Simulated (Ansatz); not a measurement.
`CCC(F)CF` and `CC[CH](F)[AlH2]` differ in one atom or group.

Ansatz, PBE0-D4/def2-TZVP geometries, multiplicity 1. Each molecule was computed in one conformer, which needn't be the lowest.

```csv
property,`CCC(F)CF`
HOMO–LUMO gap (PBE/def2-TZVPP) / eV,7.82
LUMO energy (PBE/def2-TZVPP) / eV,0.33
HOMO energy (ωB97M-V/def2-TZVPP) / eV,-11.57
size of the dipole moment (PBE/def2-TZVPP) / D,2.71
HOMO–LUMO gap (ωB97M-V/def2-TZVPP) / eV,14.13
size of the dipole moment (B3LYP/def2-TZVPP) / D,2.90
```

(1) Give the same properties after the change, and the shifts. (Estimate.)

Results:

(1) The calculation gave: 
| property | `CC[CH](F)[AlH2]` | shift |
| --- | --- | --- |
| HOMO–LUMO gap (PBE/def2-TZVPP) / eV | 3.72 | -4.10 |
| LUMO energy (PBE/def2-TZVPP) / eV | -2.36 | -2.69 |
| HOMO energy (ωB97M-V/def2-TZVPP) / eV | -9.70 | 1.87 |
| size of the dipole moment (PBE/def2-TZVPP) / D | 1.47 | -1.24 |
| HOMO–LUMO gap (ωB97M-V/def2-TZVPP) / eV | 9.68 | -4.45 |
| size of the dipole moment (B3LYP/def2-TZVPP) / D | 1.58 | -1.32 |

With PBE0 the HOMO rises by 1.74 eV and the LUMO falls by 2.72 eV, so the gap narrows by about 4.46 eV. PBE moves the HOMO by 1.41 eV and ωB97M-V by 1.87 eV. Dipoles are sizes alone; their direction can turn.

B3LYP here is the variant with VWN-RPA as its local correlation; programs differ in this.
